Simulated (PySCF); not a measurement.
Input of a run (PBE0-D3(BJ)/def2-SVP geometry optimisation, gas phase, def2 core potentials past Kr (PySCF 2.14.0)), started from GFN2-xTB:
```
{"job": {"xc": "PBE0", "basis": "def2-SVP", "d3": "d3bj", "grid": 1, "maxiter": 40, "kind": "geom"}, "charge": 0, "multiplicity": 1}
Cu     0.005310     0.016500    -1.441010
P      0.001280     0.004690     0.796680
H      0.765330    -0.906800     1.500370
H     -1.163290    -0.222730     1.505250
H      0.393160     1.105070     1.533870
I     -0.001790     0.003280    -3.895160
```

Output (energies in Eh, forces in Eh/bohr):
```
step   0  E = -2280.74406437  max force = 0.024242
step   1  E = -2280.74706509  max force = 0.003087
step   2  E = -2280.74717806  max force = 0.002329
step   3  E = -2280.74720391  max force = 0.000513
step   4  E = -2280.74720498  max force = 0.000240
optimisation converged
```

Summarise the run.

The energy falls by 2.0 kcal/mol over 5 energy and gradient evaluations, the largest force component goes from 0.0242 to 2.4e-04 Eh/bohr, and the atoms move by 0.061 Å rms after alignment. The bond that changes most is Cu1–I6 (ends: copper bonded to I and P; iodine bonded to Cu), which shortens by 0.051 Å. Bonds longer at the end by more than 0.005 Å: 3 of 5; shorter: 2. Among the angles that change most is H3–P2–H4, from 95.5° to 98.2°. The energy never rose by more than 1e-6 Eh on the way. The first step brought 96 % of the lowering.

What are the final bond lengths?

Cu1–P2 2.191 Å, Cu1–I6 2.404 Å, P2–H3 1.419 Å, P2–H4 1.419 Å, P2–H5 1.419 Å. Numbering counts from 1 in the input's order; the species is Cu(PH3)I (`[PH3]->[Cu][I]`).

The run used 90 basis functions and 43 SCF cycles in all. Time: 18 s of wall time. Hardware: one thread, x86-64 server, on a shared host.

Not checked by PBE0-D3(BJ)/def2-SVP frequencies.
